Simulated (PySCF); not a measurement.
4-fluoro-2,3-dihydrofuran (C₄H₅FO), SMILES FC1=COCC1.

The structure is a stationary point at r2SCAN-D4/def2-SVP. The geometry has at least one imaginary mode, so it is a saddle point at that level. One conformer was computed; it need not be the lowest.

Computed with PBE/def2-TZVP (PySCF).

Isolated molecule, no solvent.

- total energy = -330.21179 hartree
- point group = Cs
- highest occupied level = -4.75 eV
- lowest empty level = -0.22 eV
- orbital gap = 4.53 eV
- dipole moment = 1.45 D
- quadrupole, principal values (traceless, Buckingham form, about the centre of nuclear charge) = -6.49, 0.31, 6.18 D·Å
- mean static polarisability = 49.7 bohr³ (7.36 Å³)
- polarisability, principal values = 38.0, 53.7, 57.3 bohr³
